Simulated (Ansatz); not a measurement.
Cartesian coordinates in Å:
```
C 1.7389 -2.1672 1.2694
B 0.6665 -2.1584 0.1372
C -0.0563 -0.9136 -0.2991
C -0.6404 0.0893 -0.6533
C -1.3261 1.2991 -1.0602
C -0.9066 2.5388 -0.2758
H 1.4883 -2.9277 2.0184
H 1.8937 -1.2102 1.7682
H 2.6953 -2.5006 0.8452
H 0.4040 -3.1860 -0.4251
H -2.4050 1.1326 -0.9601
H -1.1511 1.4495 -2.1318
H 0.1610 2.7296 -0.3961
H -1.4551 3.4158 -0.6256
H -1.1070 2.4090 0.7888
```

Total charge 0; spin multiplicity 1.

List the PBE0/def2-TZVPP orbital energies in eV (Ansatz 0.2.0). (An estimate is asked.)

Computed: Occupied: -279.03, -278.47, -278.21, -277.53, -277.35, -184.47, -22.70, -20.53, -19.48, -18.19, -14.86, -13.45, -13.13, -11.85, -11.50, -11.07, -10.68, -10.43, -9.94, -9.45, -7.94, -7.29. Lowest empty: -1.49, 0.85, 1.12, 2.05, 2.30, 2.46, 2.71, 2.75.
